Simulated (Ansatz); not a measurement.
Geometry optimisation, RKS B3LYP/def2-SVP in Ansatz.

Input file:

```yaml
crystal:
  periodic: [false, false, false]
  atoms:
    - { symbol: "N", position_ang: [0.5168, 1.3365, -0.5837] }
    - { symbol: C, position_ang: [0.5663, 0.0145, -0.5081] }
    - { symbol: O, position_ang: [1.3711, -0.6082, -1.1629] }
    - { symbol: Si, position_ang: [-0.5165, -0.9594, 0.6229] }
    - { symbol: H, position_ang: [2.10472, -0.62922, -1.82733] }
    - { symbol: H, position_ang: [-0.2097, 1.9417, -0.0796] }
    - { symbol: H, position_ang: [-1.4122, -1.9339, -0.1223] }
    - { symbol: H, position_ang: [0.1814, -1.6831, 1.6917] }
    - { symbol: H, position_ang: [-1.5195, -0.0118, 1.3558] }
basis:
  gaussian: { orbitals: def2-SVP }
hamiltonian:
  xc: b3lyp
relax:
  f_tol: 0.02
  max_steps: 50
output:
  orbitals: {}
```

Command:

```bash
$ ansatz run input.yaml --threads 2 --pin off --max-ram 3072MiB --backend cpu --events-out ev --progress --plain --runs-dir out
```

Problem. Where does it end, and by what steps?

Solution. The forces met the threshold. After 8 steps the energy has fallen by 1.720 eV; H5 moved furthest, 0.43 Å. The start is strongly strained (largest force component 9 eV/Å).

| step | energy less start (eV) | largest force component (eV/Å) | accepted |
| --- | --- | --- | --- |
| 0 | 0.0000 | 8.737 | yes |
| 1 | -0.9083 | 4.154 | yes |
| 2 | -1.4041 | 1.843 | yes |
| 3 | -1.6661 | 0.802 | yes |
| 4 | -1.6445 | 1.187 | no |
| 5 | -1.7102 | 0.204 | yes |
| 6 | -1.7197 | 0.146 | yes |
| 7 | -1.7201 | 0.064 | yes |
| 8 | -1.7201 | 0.004 | yes |

```xyz
9
Properties=species:S:1:pos:R:3
N 0.605 1.269 -0.702
C 0.551 0.016 -0.494
O 1.401 -0.806 -1.151
Si -0.611 -0.961 0.676
H 1.953 -0.237 -1.719
H -0.085 1.781 -0.148
H -1.424 -1.928 -0.112
H 0.195 -1.694 1.691
H -1.502 0.027 1.347
```

Whether the end is a true minimum wasn't checked by a vibrational analysis.

The run took 18 s on 2 threads of Arm Neoverse V1 (shared host), peak memory 0.16 GiB.
